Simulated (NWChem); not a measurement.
System: BeGeH3I; SMILES [GeH3][Be][I]

The following NWChem deck was run.

```
start job
memory heap 200 mb stack 900 mb global 1100 mb
geometry units angstroms noautoz
  Be    -0.314627    -0.115311     0.304861
  I      1.195667     0.445977    -1.163149
  Ge    -1.835792    -0.684664     1.783010
  H     -1.954208    -2.216404     1.934688
  H     -1.523244    -0.124555     3.187100
  H     -3.240110    -0.168460     1.402962
end
basis spherical
  Be library def2-svpd
  I library def2-svpd
  Ge library def2-svpd
  H library def2-svpd
end
ecp
  I library def2-ecp
end
dft
  xc hfexch
  iterations 150
  mulliken
end
task dft energy
```

Parts of the log:

```
             Northwest Computational Chemistry Package (NWChem) 7.3.0
             --------------------------------------------------------

 C3  symmetry detected

                             Geometry "geometry" -> ""
                             -------------------------

 Output coordinates in angstroms (scale by  1.889725989 to convert to a.u.)

  No.       Tag          Charge          X              Y              Z
 ---- ---------------- ---------- -------------- -------------- --------------
    1 Be                   4.0000     0.00000000     0.00000000    -0.40121156
    2 I                   53.0000    -0.00000000     0.00000000     1.77848604
    3 Ge                  32.0000    -0.00000000     0.00000000    -2.59735052
    4 H                    1.0000    -1.42823820     0.06177320    -3.17989907
    5 H                    1.0000     0.76761626     1.20600396    -3.17989907
    6 H                    1.0000     0.66062194    -1.26777716    -3.17989907

 Effective nuclear repulsion energy (a.u.)     339.2977287200

      Symmetry information
      --------------------

 Group name             C3
 Group number              5
 Group order               3
 No. of unique centers     4

 Summary of "ao basis" -> "ao basis" (spherical)
 ------------------------------------------------------------------------------
       Tag                 Description            Shells   Functions and Types
 ---------------- ------------------------------  ------  ---------------------
 Be                        def2-svpd                 6       12   3s3p
 I                         def2-svpd                13       35   5s5p3d
 Ge                        def2-svpd                14       38   6s4p4d
 H                         def2-svpd                 4        8   2s2p

      Symmetry analysis of basis
      --------------------------

        a          41
        e+         34
        e-         34

  Rotation of axis

            General Information
            -------------------
          SCF calculation type: DFT
          Wavefunction type:  closed shell.
          No. of atoms     :     6
          No. of electrons :    64
           Alpha electrons :    32
            Beta electrons :    32
          Charge           :     0
          Spin multiplicity:     1
          Use of symmetry is: on ; symmetry adaption is: on
          Maximum number of iterations: 150
          AO basis - number of functions:   109
                     number of shells:    45
          Convergence on energy requested:  1.00D-06
          Convergence on density requested:  1.00D-05
          Convergence on gradient requested:  5.00D-04

              XC Information
              --------------
                     Hartree-Fock (Exact) Exchange  1.000

      Superposition of Atomic Density Guess
      -------------------------------------

 Sum of atomic energies:       -2438.22186503

      Non-variational initial energy
      ------------------------------

 Total energy =   -2388.491932
 1-e energy   =   -3821.496301
 2-e energy   =    1237.866203
 HOMO         =      -0.314217
 LUMO         =       0.020298

      Symmetry analysis of molecular orbitals - initial
      -------------------------------------------------

  Numbering of irreducible representations:

     1 a           2 e+          3 e-

  Orbital symmetries:

     1 a           2 a           3 a           4 e+          5 e+
     6 a           7 a           8 a           9 e+         10 e+
    11 e+         12 e+         13 a          14 a          15 a
    16 e+         17 e+         18 e+         19 e+         20 e+
    21 e+         22 a          23 e+         24 e+         25 a
    26 a          27 a          28 e+         29 e+         30 e+
    31 e+         32 a          33 a          34 e+         35 e+
    36 a          37 e+         38 e+         39 a          40 e+
    41 e+         42 a

     ---------------------------------------------
      Total Density - Mulliken Population Analysis
     ---------------------------------------------

    Atom       Charge   Shell Charges
 -----------   ------   -------------------------------------------------------
    1 Be   4     3.38   1.99  0.86  0.01  0.51 -0.01  0.02
    2 I   25    25.55   1.83  0.22  1.23  0.67  0.01  2.92  3.14  2.70  2.70  0.09  9.82  0.19  0.01
    3 Ge  32    32.15   2.00  2.00  2.00  1.10  0.35  0.06  6.00  5.98  1.27  1.33  8.12  1.81  0.11  0.02
    4 H    1     0.98   0.68  0.29  0.01 -0.00
    5 H    1     0.98   0.68  0.29  0.01 -0.00
    6 H    1     0.98   0.68  0.29  0.01 -0.00

   convergence    iter        energy       DeltaE   RMS-Dens  Diis-err
 ---------------- ----- ----------------- --------- --------- ---------
 d= 0,ls=0.0,diis     1  -2388.1437899825 -2.58D+03  6.27D-03  1.22D-01
 d= 0,ls=0.0,diis     2  -2388.1781479735 -3.44D-02  2.34D-03  2.24D-02
 d= 0,ls=0.0,diis     3  -2388.1823376933 -4.19D-03  1.15D-03  2.60D-03
 d= 0,ls=0.0,diis     4  -2388.1830154034 -6.78D-04  1.96D-04  1.18D-04
 d= 0,ls=0.0,diis     5  -2388.1830429229 -2.75D-05  5.22D-05  8.75D-06
  Resetting Diis
 d= 0,ls=0.0,diis     6  -2388.1830451894 -2.27D-06  1.43D-05  6.44D-07
 d= 0,ls=0.0,diis     7  -2388.1830453605 -1.71D-07  2.95D-06  1.53D-08

         Total DFT energy =    -2388.183045360488
      One electron energy =    -3823.604035400915
           Coulomb energy =     1342.815804688805
    Exchange-Corr. energy =     -102.532981045004
 Nuclear repulsion energy =      195.138166396626

 Numeric. integr. density =        0.000000000000

                  Occupations of the irreducible representations
                  ----------------------------------------------

                     irrep           alpha         beta
                     --------     --------     --------
                     a                14.0         14.0
                     e+               18.0         18.0
                     e-                0.0          0.0

                       DFT Final Molecular Orbital Analysis
                       ------------------------------------

 Vector   30  Occ=2.000000D+00  E=-3.972495D-01  Symmetry=a
              MO Center= -3.5D-15, -2.1D-16, -1.6D+00, r^2= 3.6D+00
   Bfn.  Coefficient  Atom+Function         Bfn.  Coefficient  Atom+Function
  ----- ------------  ---------------      ----- ------------  ---------------
     6      0.353123  1 Be pz                62      0.320374  3 Ge pz
     2      0.244493  1 Be s                 65      0.241225  3 Ge pz
    26      0.207365  2 I  pz                59     -0.196287  3 Ge pz
    29      0.121421  2 I  pz                86     -0.118261  4 H  s
    94     -0.118261  5 H  s                102     -0.118261  6 H  s

 Vector   31  Occ=2.000000D+00  E=-3.885268D-01  Symmetry=e+
              MO Center=  9.3D-04, -1.6D-03,  1.6D+00, r^2= 2.3D+00
   Bfn.  Coefficient  Atom+Function         Bfn.  Coefficient  Atom+Function
  ----- ------------  ---------------      ----- ------------  ---------------
    25      0.522151  2 I  py                28      0.477687  2 I  py
    24     -0.253675  2 I  px                27     -0.232073  2 I  px
    22     -0.213047  2 I  py                19     -0.174209  2 I  py
    21      0.103504  2 I  px                 5     -0.089473  1 Be py
    18      0.084635  2 I  px                64     -0.050767  3 Ge py

 Vector   32  Occ=2.000000D+00  E=-3.885268D-01  Symmetry=e+
              MO Center= -9.3D-04,  1.6D-03,  1.6D+00, r^2= 2.3D+00
   Bfn.  Coefficient  Atom+Function         Bfn.  Coefficient  Atom+Function
  ----- ------------  ---------------      ----- ------------  ---------------
    24      0.522151  2 I  px                27      0.477687  2 I  px
    25      0.253675  2 I  py                28      0.232073  2 I  py
    21     -0.213047  2 I  px                18     -0.174209  2 I  px
    22     -0.103504  2 I  py                 4     -0.089473  1 Be px
    19     -0.084635  2 I  py                63     -0.050767  3 Ge px

 Vector   33  Occ=0.000000D+00  E= 4.220990D-02  Symmetry=e+
              MO Center=  8.3D-02,  3.3D-02, -6.0D-01, r^2= 7.8D+00
   Bfn.  Coefficient  Atom+Function         Bfn.  Coefficient  Atom+Function
  ----- ------------  ---------------      ----- ------------  ---------------
    10      0.895568  1 Be px                 4     -0.336078  1 Be px
    30     -0.307424  2 I  px                11     -0.233243  1 Be py
    27     -0.208826  2 I  px                84     -0.164994  3 Ge d  1
    24     -0.139083  2 I  px                86      0.102518  4 H  s
    46      0.088743  2 I  d  1               5      0.087529  1 Be py

 Vector   34  Occ=0.000000D+00  E= 4.220990D-02  Symmetry=e+
              MO Center= -8.3D-02, -3.3D-02, -6.0D-01, r^2= 7.8D+00
   Bfn.  Coefficient  Atom+Function         Bfn.  Coefficient  Atom+Function
  ----- ------------  ---------------      ----- ------------  ---------------
    11      0.895568  1 Be py                 5     -0.336078  1 Be py
    31     -0.307424  2 I  py                10      0.233243  1 Be px
    28     -0.208826  2 I  py                82      0.164994  3 Ge d -1
    25     -0.139083  2 I  py                94     -0.099792  5 H  s
    44     -0.088743  2 I  d -1               4     -0.087529  1 Be px

 Vector   35  Occ=0.000000D+00  E= 5.586685D-02  Symmetry=a
              MO Center=  5.5D-14,  1.9D-14,  3.0D+00, r^2= 1.4D+01
   Bfn.  Coefficient  Atom+Function         Bfn.  Coefficient  Atom+Function
  ----- ------------  ---------------      ----- ------------  ---------------
    53      3.973942  3 Ge s                 17     -3.216481  2 I  s
    52     -3.040409  3 Ge s                 12      2.831579  1 Be pz
     3      2.206304  1 Be s                 32      1.515458  2 I  pz
    15     -0.281243  2 I  s                 87      0.237703  4 H  s
    95      0.237703  5 H  s                103      0.237703  6 H  s

[...]
```

Level: Hartree-Fock/def2-SVPD with def2 effective core potentials on I. Structure relaxed at the PBE0/def2-SVP level. def2 effective core potentials on I; no spin-orbit coupling.
